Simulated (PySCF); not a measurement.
Species: C9H13N.
InChI=1S/C9H13N/c1-7(2)8-5-3-4-6-9(8)10/h3-7H,10H2,1-2H3

Torsions of this conformer, `[CH3:1][CH:2]([CH3:3])[c:4]1[cH:5][cH:6][cH:7][cH:8][c:9]1[NH2:10]`: C1–C2–C4–C5 -104°, H–N10–C9–C8 -156°, H–N10–C9–C8 -21°.

The closed-shell ground state was solved at several levels (PySCF, density fitting, gas phase, non-relativistic). The structure is a single PBE0-D3(BJ)/def2-SVP conformer in the gas phase; no vibrational or solvent corrections.

```tsv
level	basis functions	total energy (Eh)	HOMO (eV)	LUMO (eV)	gap (eV)	dipole (D)
B3LYP/pcSseg-1	235	-405.5076	-5.60	-0.09	5.51	1.80
wB97X-D/def2-SVPD	304	-405.1387	-7.58	1.73	9.31	1.69
```

Question: What might PBE0/pcSseg-1 (235 basis functions) give for the same quantities?

Answer: Total energy -405.0090 Eh, HOMO -5.82 eV, LUMO 0.09 eV, gap 5.91 eV, dipole 1.80 D.

Question: Over all these levels, which gives the widest orbital gap and which the narrowest?

Answer: wB97X-D/def2-SVPD (range-separated hybrid) has the widest, 9.31 eV, and B3LYP/pcSseg-1 (global hybrid, 20 % exact exchange) the narrowest, 5.51 eV. Functional and basis both differ between the two, so the spread mixes both effects.

Question: How far do the dipole and the HOMO energy spread over the levels?

Answer: The dipole runs from 1.69 to 1.80 D (mean 1.76 D) and the HOMO from -7.58 to -5.60 eV.

Note: wB97X-D ran without an empirical dispersion term, which enters the total energy and its gradient alone.
